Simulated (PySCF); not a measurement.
Isomers of C4H4. Isolated molecules, 0 K electronic values unless said otherwise. Strings in code marks are SMILES.

Quantity: electronic energy of isomers of C4H4 relative to `C#CC=C`, in kJ/mol.

Level 1: B3LYP/6-311+G** // PBE-D3(BJ)/def2-TZVP (PySCF)
Level 2: PBE/6-31G* // PBE-D3(BJ)/def2-TZVP (PySCF)
Level 3: frozen-core MP2/6-31G* // PBE-D3(BJ)/def2-TZVP (PySCF)
Level 4: HF/STO-3G // PBE-D3(BJ)/def2-TZVP (PySCF)

```json
[
 {"species": "`C=C=C=C`", "level 1": "14.62", "level 2": "-2.35", "level 3": "49.0", "level 4": "71.8"},
 {"species": "`C=C1C=C1`", "level 1": "95.8", "level 2": "65.5", "level 3": "100.4", "level 4": "103.6"},
 {"species": "`C1=CC=C1`", "level 1": "162.8", "level 2": "132.0", "level 3": "156.5", "level 4": "139.4"}
]
```
